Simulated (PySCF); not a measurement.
# Spinor energies of Ca¹¹⁺ (calcium, charge +11)

Start: [He] 2s2 2p5; 2p1/2 filled at m_j = -1/2, +1/2; 2p3/2 filled at m_j = -1/2, +1/2, +3/2. Calculated with PySCF 2.14 in an even-tempered Gaussian basis (18 s from 1.7 bohr⁻², ratio 2.4; 11 p from 2.2 bohr⁻², ratio 2.4; 5 d from 12 bohr⁻², ratio 2.6; 5 f from 18 bohr⁻², ratio 2.6): generalised Hartree-Fock with the X2C-1e Hamiltonian and a Gaussian nucleus; one run each with spin-orbit coupling (SO) switched off, then screened by Boettger's factors.

| spinor shell | electrons | ε, spin-free (eV) | ε, screened SO (eV) | weight of nominal j (screened SO) | rms radius, screened SO (bohr) |
| --- | --- | --- | --- | --- | --- |
| 1s1/2 | 2 | -4413.6 | -4413.4 | 1.000 | 0.0886 |
| 2s1/2 | 2 | -743.51 | -743.45 | 1.000 | 0.381 |
| 2p1/2 | 2 | -664.23 | -667.79 | 0.787 | 0.344 |
| 2p3/2 | 3 | -664.23 | -662.22 | 0.858 | 0.346 |

```csv
quantity,spin-free,screened SO
E (hartree),-621.45404,-621.50467
M_J,3/2,3/2
⟨J²⟩,3.750,3.750
⟨L²⟩,2.000,2.000
⟨S²⟩,0.750,0.750
```

Each row is a mean over spinors that exchange with the open shell spreads, by up to 14.552 eV (2s1/2).

Rows whose weight is well below 1 are mixtures of j = l ± 1/2: exchange outweighs spin-orbit coupling there, and the label is only the starting occupation.

Without spin-orbit coupling the j labels of p, d and f shells carry no meaning; the spin-free column gives the mean over the occupied spinors of each nl shell.
